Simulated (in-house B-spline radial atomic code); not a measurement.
**RPA and G0W0 on r2SCAN0: K⁸⁺**

Configuration [Ne] 3s1, highest spin, mean-field start r2SCAN0. Computed with an all-electron radial atomic-structure program (B-spline basis): all electrons, non-relativistic, point nucleus, each spin shell either full or empty, empty states to l = 9 with an (l + 1/2)⁻⁴ tail; G0W0 by contour deformation at full frequency.

Command:
```bash
python run_gw.py task.json out
```
Settings (radii: box in bohr, nucleus in fm):
```
Z                        19
electrons                11
configuration            [Ne] 3s1
hamiltonian              nr
method                   r2scan0
lmax                     9
spin_polarised           True
box_radius               7.7
intervals                47
ion_configuration        [He] 2s2 2p6
```

Cost of the run: 2.1 s on 1 thread of Intel(R) Xeon(R) 6975P-C, on a shared host.

Energies (hartree):

| term | value |
| --- | --- |
| mean-field total | -578.01119 |
| Hartree-Fock functional on these orbitals | -577.58974 |
| direct second order | -0.70826 |
| second-order exchange | 0.26897 |
| SOSEX correction | 0.25274 |

Problem. What is the RPA correlation energy, and what remains with SOSEX?

Solution. RPA gives -0.65842 hartree (-1.63 eV per electron); RPA + SOSEX gives -0.40568, and the second-order doubles -0.43929 hartree (no singles). SOSEX takes back 38 % of the RPA value.

Quasi-particle levels (eV):

```
  level  occupied  mean field  Σx - vxc     Σc  QP weight     G0W0
  3s up       yes     -169.26     -5.42      ?          ?        ?
2p down       yes     -455.35    -21.03   2.70      0.977  -473.69
  2p up       yes     -456.02    -21.27   2.71      0.955  -474.58
2s down       yes     -528.92    -26.62   5.18      0.886  -550.37
3s down        no     -155.98      4.14  -2.46      0.968  -154.29
```

G0W0 = mean field + (Σx - vxc) + Σc, with Σc (partial-wave tail included) taken at the quasi-particle energy. Only the outer levels were computed.

Problem. Where does G0W0 put 3s up?

Solution. At -176.48 eV, with Σc = -1.80 eV and a quasi-particle weight of 0.979. The tabulated removal energy is 175.817 ± 0.0025 eV (NIST, semi-empirical); the calculation leaves out relativity, Breit and QED terms, and what these don't explain is the method's own error.

Problem. What does it cost to remove one electron (to [He] 2s2 2p6) by differences of total energies, each species on its own start (correlation terms add to the Hartree-Fock functional)?

Solution. r2SCAN0 175.03 eV, Hartree-Fock functional 174.60 eV, + RPA 176.04 eV, + RPA + SOSEX 175.09 eV, + second order 175.19 eV. Tabulated: 175.817 ± 0.0025 eV (NIST, semi-empirical); the calculation leaves out relativity, Breit and QED terms, and what these don't explain is the method's own error.
